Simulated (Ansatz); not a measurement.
`C[SiH](N)[AlH2]` + `N[SiH](F)BCl` → `C[SiH](N)[AlH][Cl]` + `B[SiH](N)F`  (redistribution)

Gas-phase electronic energies from Ansatz, PBE0-D4/def2-TZVP geometries. CCSD(T)/CBS adds triple-zeta CCSD(T) − MP2 to the extrapolated MP2 energy (def2 sets, frozen cores). Functionals use def2-TZVPP. B3LYP here is the variant with VWN-RPA as its local correlation; programs differ in this. Each species was taken in one conformer, which may not be the lowest.

| level | ΔE (kJ/mol) | difference from CCSD(T)/CBS |
| --- | --- | --- |
| r2SCAN-D4 | -75.5 | 1.6 |
| PBE0-D4 | -71.5 | 5.6 |
| B3LYP-D4 | -74.6 | 2.5 |
| ωB97X-V | -75.4 | 1.7 |
| ωB97M-V | -75.2 | 1.9 |
| B2PLYP | -77.0 | 0.1 |
| r2SCAN | -75.6 | 1.5 |
| PBE0 | -72.4 | 4.7 |
| HF/def2-TZVPP | -90.2 | -13.1 |
| MP2/def2-TZVPP | -76.8 | 0.3 |
| SCS-MP2/def2-TZVPP | -77.7 | -0.6 |
| CCSD(T)/def2-TZVPP | -74.4 | 2.7 |
| MP2/def2-QZVPP | -78.5 | -1.4 |
| SCS-MP2/def2-QZVPP | -79.6 | -2.5 |
| MP2/CBS(def2) | -79.5 | -2.4 |
| CCSD/CBS(def2) | -80.3 | -3.2 |
| CCSD(T)/CBS | -77.1 | 0 |

Largest T1 diagnostic among the species: 0.013.

From PBE to PBE0 (25 % exact exchange), in def2-TZVPP and without D4, ΔE moves by −5.5 kJ/mol. In def2-TZVPP, CCSD(T) changes the Hartree–Fock value by +15.8 kJ/mol (the triples alone add +3.3 kJ/mol) and MP2 by +13.4 kJ/mol.
